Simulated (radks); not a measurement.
Spherical quantum dot in the effective-mass picture: electrons in a parabolic well V = omega^2 r^2 / 2 with omega = 4.34, with a point charge +1 (a donor) at the centre, all in effective atomic units (hartree* = m*/eps^2 hartree, bohr* = eps/m* bohr), one dielectric constant everywhere. Calculated with a radial shooting solver with Libxc functionals: non-relativistic Kohn-Sham, LDA (Slater exchange, Perdew-Wang correlation), spin-polarised, spherical densities. Levels are named by radial order and angular momentum (1s, 1p, 1d, 2s, ...), and open shells are averaged over m.

N = 19, configuration 1s2 1p6 1d(up 5, down 4) 2s2. This is the lowest configuration that the search found. Occupied and some empty levels:

| level | occupation | eigenvalue (hartree*) | <r> (bohr*) |
|---|---|---|---|
| 1s up | 1 | 24.860 | 0.6158 |
| 1s down | 1 | 24.886 | 0.6147 |
| 1p up | 3 | 28.169 | 0.8457 |
| 1p down | 3 | 28.206 | 0.8455 |
| 2s up | 1 | 31.127 | 0.8891 |
| 2s down | 1 | 31.153 | 0.8899 |
| 1d up | 5 | 31.345 | 0.9969 |
| 1d down | 4 | 31.383 | 0.9972 |
| 1f up | 0 | 34.639 | 1.117 |
| 1f down | 0 | 34.676 | 1.117 |
| 2p up | 0 | 34.963 | 1.019 |
| 2p down | 0 | 34.988 | 1.020 |
| 1g up | 0 | 38.067 | 1.219 |
| 1g down | 0 | 38.099 | 1.220 |

Energy (hartree*): total 389.824, kinetic 93.496, external 135.66, Hartree 179.57, exchange-correlation -18.902.

Electron density:

| r (bohr*) | n(r) (e/bohr*^3) |
|---|---|
| 0.134 | 6.600 |
| 0.277 | 4.650 |
| 0.420 | 3.546 |
| 0.563 | 3.158 |
| 0.706 | 2.995 |
| 0.850 | 2.617 |
| 0.993 | 1.938 |
| 1.14 | 1.175 |
| 1.28 | 0.5768 |
| 1.42 | 0.2278 |
| 1.56 | 0.07241 |
| 1.71 | 0.01838 |
| 1.85 | 0.003800 |
